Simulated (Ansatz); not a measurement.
A nudged elastic band was laid between two geometries of H4SnTe (6 atoms, charge 0, multiplicity 1).

Method: RKS r2SCAN-D4/def2-SVP in Ansatz.

```
movable images  : 7
climbing image  : yes
spring          : 5.0 eV/Å²
optimiser       : quadratic models (default)
start path      : IDPP
force threshold : 0.03 eV/Å
iteration limit : 60
end points      : relaxed
```

Image 0:

```xyz
6
Properties=species:S:1:pos:R:3
Sn -0.342 -0.260 -0.551
Te 0.002 0.805 1.960
H 0.502 -1.744 -0.685
H -2.027 -0.511 -0.705
H 0.213 0.838 -1.743
H 1.651 0.873 1.724
```

Image 8:

```xyz
6
Properties=species:S:1:pos:R:3
Sn -0.131 -0.405 -0.554
Te 0.798 0.263 1.945
H 0.257 -2.058 -0.751
H -1.826 -0.169 -0.639
H 0.649 0.543 -1.749
H 0.254 1.827 1.747
```

**Question.** Which bonds break or form, and what moves?

**Answer.** No bond is made or broken. The dihedral H5–Sn1–Te2–H6 goes from -61 to 61°. The two ends are copies of one structure, up to a mirror image or an exchange of like atoms.

**Question.** What energy profile does the band end with?

**Answer.** The run converged. The highest image is number 4 of 0 to 8, 1.8 kJ/mol above the ends, which have the same energy within 2 meV. A vibrational analysis at the climbing image gives one clearly imaginary mode, 105i cm⁻¹: a first-order saddle point.

```
image  path coordinate (Å)  energy (kJ/mol)  dihedral H5–Sn1–Te2–H6 (°)
    0                 0.00              0.0                         -61
    1                 0.30              0.2                         -47
    2                 0.60              0.8                         -32
    3                 0.91              1.5                         -16
    4                 1.21              1.8                           0
    5                 1.51              1.5                          16
    6                 1.81              0.9                          31
    7                 2.11              0.2                          46
    8                 2.42              0.0                          61
```

**Question.** What is the geometry of the highest image?

**Answer.** 
```xyz
6
Properties=species:S:1:pos:R:3:forces:R:3
Sn -0.303 -0.368 -0.518 0.00 0.00 0.03
Te 0.284 0.339 2.082 0.00 0.00 -0.01
H 0.177 -1.991 -0.777 0.00 0.00 -0.01
H -1.992 -0.225 -0.766 0.00 0.00 -0.01
H 0.551 0.688 -1.558 0.00 0.00 0.01
H 1.282 1.557 1.537 0.00 0.00 -0.01
```

**Question.** What are the harmonic wavenumbers there?

**Answer.** 105i, 192, 397, 439, 559, 678, 712, 727, 1913, 1921, 1936, 2132 cm⁻¹.

Run time: 2.7 min on 1 thread of Arm Neoverse V1, on a shared host, peak memory 0.13 GiB.
